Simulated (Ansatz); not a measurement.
Ansatz (a first-principles code) input:
A basis named .json is the Basis Set Exchange file of that set.

Ansatz 0.2 input:
```yaml
crystal:
  periodic: [false, false, false]
  atoms:
    - {symbol: Si, position_ang: [-0.12685907, 0.08341675, -0.00754823]}
    - {symbol: F, position_ang: [0.59270119, -0.42986368, -1.40585576]}
    - {symbol: F, position_ang: [-0.56436549, -1.37438442, 0.57765104]}
    - {symbol: N, position_ang: [-1.40249068, 1.09080475, -0.04655352]}
    - {symbol: N, position_ang: [1.30075115, 0.51759544, 0.92746747]}
    - {symbol: H, position_ang: [-1.24146395, 2.02121126, -0.41480733]}
    - {symbol: H, position_ang: [1.27416168, 1.45273315, 1.30376287]}
    - {symbol: H, position_ang: [2.20048463, 0.33765279, 0.50416452]}
basis:
  gaussian:
    orbitals: aug-cc-pV_D+d_Z.json
total_charge: -1
magnetization: {spin_polarized: false}
correlation: {method: ccsd_t, electrons: outside_noble_gas}
output: {forces: true}
```

Task: Which total energy does the run end on?

Result: -599.63423 Eh (CCSD(T)/aug-cc-pV(D+d)Z). The basis has 151 functions.

It need not be the lowest isomer of its formula. Whether it binds its extra electron was not tested at this geometry.
